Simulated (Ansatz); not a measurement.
`O=C[SiH2]Cl` + HBr → `O=C[SiH2]Br` + HCl at 500 K and 1 bar (ligand exchange at the Si–Cl bond).

Calculated with Ansatz (gas phase, PBE0-D4/def2-TZVP geometries, no zero-point term in ΔE). CCSD(T)/CBS is the MP2 limit (def2-TZVPP, def2-QZVPP) plus CCSD(T) − MP2 in def2-TZVPP, frozen cores. This one scheme is used for every species. For Br outer-core shells are correlated without core-valence functions, which leaves a few kJ/mol of doubt a bond. Scalar relativity is left out up to krypton. One conformer a species, not always the lowest.

| species | CCSD(T)/CBS energy (Eh) | H − E (kJ/mol) | S (J/(mol·K)) |
| --- | --- | --- | --- |
| `O=C[SiH2]Cl` | -863.90082 | 132.2 | 371.6 |
| HBr | -2573.91920 | 30.5 | 213.7 |
| `O=C[SiH2]Br` | -2977.43874 | 131.7 | 385.5 |
| HCl | -460.38127 | 32.5 | 201.9 |

H − E and S are ideal-gas, rigid-rotor, harmonic terms from PBE0-D4/def2-TZVP, for one conformer and one mirror image of each species. 1 Eh = 2625.50 kJ/mol, R = 8.31446 J/(mol·K).

Question: By hand: ΔE, ΔH, ΔS and ΔG.

Answer: ΔE = (-2977.43874) + (-460.38127) − (-863.90082) − (-2573.91920) = 0.00001 Eh = 0.0 kJ/mol. Δ(H − E) = 131.7 + 32.5 − 132.2 − 30.5 = 1.5, so ΔH = 1.5 kJ/mol. ΔS = 385.5 + 201.9 − 371.6 − 213.7 = 2.1 J/(mol·K). ΔG = 1.5 − 500 × (2.1)/1000 = 0.4 kJ/mol.

Question: By hand: the equilibrium constant, and the temperature at which ΔG would vanish if ΔH and ΔS stayed fixed.

Answer: log₁₀ K = −ΔG/(RT ln 10) = 0.0. ΔG = 0 at ΔH/ΔS = 714 K, though so small a ΔH makes that figure unsure.

TΔS isn't small against ΔH here. The sign of ΔG lies within the doubt. A doubt of 5 kJ/mol in ΔE shifts log₁₀ K by 0.5 here. Other conformers and mirror images would add mixing entropy, several J/(mol·K) or more a flexible species. Modes under 60 cm⁻¹, often nearly free rotors, make the harmonic entropy too high. These are equilibria of isolated gas molecules and say nothing of rates. Largest T1 diagnostic: 0.014 (customary marks: 0.02 for closed shells, 0.045 for open ones).
